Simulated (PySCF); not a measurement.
B(OH)3: PBE0 against B3LYP

Base calculation in PySCF with density fitting and no spin–orbit coupling, PBE0/def2-TZVP (no relativity): singlet, C3h, B–O 1.366 Å (×3), O–H 0.960 Å (×3); B–O–H 112.2° (×3), O–B–O 120.0° (×3); wavenumbers 428 (×2), 441, 535 (×2), 675, 886, 1018 (×2), 1019, 1470 (×2), 3904 (×2), 3905 cm⁻¹; gap between the highest occupied and lowest empty levels 9.92 eV, polar-tensor charge of B 1.40 e, atomisation energy (no zero-point energy) 3030 kJ/mol.

What changes on going to B3LYP/def2-TZVP (no relativity)?

The point group stays the same. Changes: mean bond to B +0.004 Å, highest wavenumber -60 cm⁻¹, lowest wavenumber +1 cm⁻¹, gap between the highest occupied and lowest empty levels -0.71 eV, polar-tensor charge of B +0.01 e, atomisation energy (no zero-point energy) 0 kJ/mol. The new structure has B–O 1.370 Å (×3), O–H 0.962 Å (×3); B–O–H 112.8° (×3), O–B–O 120.0° (×3), with wavenumbers 429 (×2), 441, 532 (×2), 672, 876, 1013 (×2), 1018, 1446 (×2), 3844 (×2), 3845 cm⁻¹.

Each species is the lowest minimum found with this bonding; other isomers or fragments can lie lower.
